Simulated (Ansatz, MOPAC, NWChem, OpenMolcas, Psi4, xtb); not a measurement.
## C2H7AlO (SMILES C[CH2][AlH][OH]): the highest harmonic wavenumber at each level's own minimum, rung by rung

The runs start from one conformer, not always the lowest.

C2H7AlO, singlet, SMILES `C[CH2][AlH][OH]`. Each level relaxes the structure for itself.

Quantity: the highest harmonic wavenumber at each level's own minimum, in cm⁻¹. The values are calculated.

| level | kind | program | value (cm⁻¹) |
| --- | --- | --- | --- |
| AM1 | semi-empirical | MOPAC | 3558 |
| MNDOD | semi-empirical | MOPAC | 4054 |
| GFN1-xTB | semi-empirical | xtb | 3772 |
| HF/3-21G | Hartree–Fock | NWChem | 4147 |
| HF/6-31G* (spherical functions) | Hartree–Fock | NWChem | 4163 |
| HF/6-31G* (Cartesian functions) | Hartree–Fock | OpenMolcas | 4177 |
| PBE0-D4/def2-TZVP | global hybrid | Ansatz | 3956 |
| PBE0-D4/def2-SVP (density fitting) | global hybrid | Psi4 | 3984 |

Harmonic and unscaled. The values span 3558 to 4177 cm⁻¹.
